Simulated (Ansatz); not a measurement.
Geometry optimisation, Ansatz, RKS PBE/def2-SVP.

Input:

```yaml
crystal:
  periodic: [false, false, false]
  atoms:
    - { symbol: Ge, position_ang: [0.0, 0.0, 0.0] }
    - { symbol: O, position_ang: [0.0, 0.0, 1.77] }
    - { symbol: H, position_ang: [-0.9095, -0.2814, 2.1071] }
    - { symbol: O, position_ang: [1.6691, 0.0, -0.5894] }
    - { symbol: H, position_ang: [1.9855, -0.9521, -0.7061] }
    - { symbol: H, position_ang: [-0.73, 1.2648, -0.5162] }
    - { symbol: H, position_ang: [-0.73, -1.2648, -0.5162] }
basis:
  gaussian: { orbitals: def2-SVP }
hamiltonian:
  xc: pbe
relax:
  f_tol: 0.02
  max_steps: 40
```

Run as:

```bash
$ ansatz run input.yaml --threads 2 --pin off --max-ram 3072MiB --backend cpu --events-out ev --progress --plain --runs-dir out
```

**Question.** Where does it end, and by what steps?

**Answer.** The forces met the threshold. The force dipped under the threshold on the way, but the program's further checks kept it going. After 19 steps the energy has fallen by 0.163 eV; H3 moved furthest, 0.74 Å.

```csv
step,energy less start (eV),largest force component (eV/Å),accepted
0,0.0000,1.453,yes
1,-0.0991,0.803,yes
2,-0.1206,0.293,yes
3,-0.1321,0.263,yes
4,-0.1336,0.278,yes
5,-0.1302,0.703,no
6,-0.1500,0.094,yes
7,-0.1551,0.136,yes
8,-0.1591,0.048,yes
9,-0.1597,0.063,yes
10,-0.0262,2.668,no
11,-0.1620,0.011,yes
12,-0.1381,1.116,no
13,-0.1622,0.019,yes
14,-0.1624,0.061,yes
15,-0.1629,0.012,yes
16,-0.1626,0.171,no
17,-0.1630,0.035,yes
18,-0.1631,0.028,yes
19,-0.1631,0.001,yes
```

```xyz
7
Properties=species:S:1:pos:R:3
Ge -0.141 0.046 -0.091
O -0.348 0.223 1.688
H -0.256 -0.632 2.147
O 1.593 -0.071 -0.556
H 1.953 -0.959 -0.381
H -0.615 1.385 -0.678
H -0.901 -1.225 -0.580
```

Whether the end is a true minimum wasn't checked by a vibrational analysis.

The run took 22 s on 2 threads of Arm Neoverse V1, on a shared host, peak memory 0.14 GiB.
